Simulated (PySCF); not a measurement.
**Spinor energies of Tl³⁷⁺ (thallium, charge +37)**

Start: [Kr] 4d8; 4d3/2 filled at m_j = -3/2, -1/2, +1/2, +3/2; 4d5/2 filled at m_j = -1/2, +1/2, +3/2, +5/2. Calculated with PySCF 2.14 in an even-tempered Gaussian basis (17 s from 4.1 bohr⁻², ratio 2.8; 14 p from 5.4 bohr⁻², ratio 2.8; 9 d from 5.4 bohr⁻², ratio 2.8; 3 f from 24 bohr⁻², ratio 3): generalised Hartree-Fock with the X2C-1e Hamiltonian and a Gaussian nucleus; one run each with spin-orbit coupling (SO) switched off, then screened by Boettger's factors.

```tsv
spinor shell	electrons	ε, spin-free (eV)	ε, screened SO (eV)	weight of nominal j (screened SO)	rms radius, screened SO (bohr)
1s1/2	2	-87561.5	-87525.0	1.000	0.0184
2s1/2	2	-17025.0	-17013.1	1.000	0.0744
2p1/2	2	-14876.7	-16369.6	1.000	0.0629
2p3/2	4	-14876.7	-14297.7	1.000	0.0711
3s1/2	2	-5296.8	-5292.7	1.000	0.188
3p1/2	2	-4667.0	-5006.5	1.000	0.180
3p3/2	4	-4667.0	-4531.8	1.000	0.196
3d3/2	4	-4009.2	-4069.3	1.000	0.171
3d5/2	6	-4009.2	-3965.8	1.000	0.175
4s1/2	2	-2247.3	-2245.8	1.000	0.390
4p1/2	2	-2012.4	-2119.3	1.000	0.392
4d3/2	4	-1756.0	-1772.6	0.993	0.409
4d5/2	4	-1756.0	-1743.2	0.996	0.417
```

Task: Where does 4p3/2 lie, and what is the 4p spin-orbit splitting (screened SO)?

Result: At -1968.7 eV, 150.60 eV above 4p1/2.

```csv
quantity,spin-free,screened SO
E (hartree),-19436.23314,-19472.01467
M_J,4,4
⟨J²⟩,20.001,20.001
⟨L²⟩,12.001,13.156
⟨S²⟩,2.000,1.869
```

Each row is a mean over spinors that exchange with the open shell spreads, by up to 23.071 eV (4p3/2).

Breit and QED terms are absent; they matter most for the inner s and p1/2 levels.

Densities and radii are taken from the X2C orbitals without a picture-change correction, which distorts them close to the nucleus.

Without spin-orbit coupling the j labels of p, d and f shells carry no meaning; the spin-free column gives the mean over the occupied spinors of each nl shell.
